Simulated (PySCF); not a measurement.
**Continuum solvent and chemical shifts**

Geometry (Å), atoms numbered from 1 in this order:
```xyz
19

C     2.119   -0.200   -0.757
C     1.297   -0.848    0.327
O    -0.024   -0.265    0.409
C    -1.048   -0.874   -0.412
C    -1.733   -1.999    0.317
Al   -0.390    1.454    1.156
Cl    1.362    1.822    2.285
Cl   -0.650    2.624   -0.591
Cl   -2.170    1.115    2.249
H     3.101   -0.694   -0.817
H     2.284    0.863   -0.533
H     1.636   -0.280   -1.742
H     1.746   -0.698    1.317
H     1.159   -1.928    0.168
H    -0.570   -1.196   -1.350
H    -1.746   -0.063   -0.666
H    -1.032   -2.806    0.578
H    -2.519   -2.427   -0.322
H    -2.199   -1.619    1.237
```

GIAO PBE0/pcSseg-1 in PySCF 2.14.0 with density-fitted response routines on one PBE0-D3(BJ)/def2-SVP conformer, non-relativistic, equivalent nuclei averaged. Solvents enter as an IEF-PCM continuum (chloroform with ε = 4.7) around the gas-phase geometry. Shifts are referred to TMS, AlH4- computed in the same medium.

Gas phase, δ in ppm: C2/C4 69.7, C1/C5 14.0, Al6 32.1, H13/H14/H15/H16 4.00, H10/H11/H12/H17/H18/H19 1.41. Dipole moment 7.14 D.

(1) How does each δ change in the continuum?

(2) Which nuclei move most (in ppm), and what does the model miss?

Answers

(1) 
| atoms | environment | Δδ, chloroform |
| --- | --- | --- |
| C2/C4 | sp3 CH2 bonded to O | +1.1 |
| C1/C5 | methyl carbon | +0.7 |
| Al6 | aluminium bonded to 3 Cl, O | -11.2 |
| H13/H14/H15/H16 | hydrogen on an sp3 CH2 bonded to O | +0.13 |
| H10/H11/H12/H17/H18/H19 | hydrogen on a methyl carbon | +0.01 |

Changes are relative to the gas phase. The dipole moment becomes 8.26 D in chloroform.

(2) Al6 (aluminium bonded to 3 Cl, O, -11.2 ppm) in chloroform. A continuum only polarises the solute; specific hydrogen bonds, the anisotropy of aromatic solvents and changes of geometry or conformer are outside it.
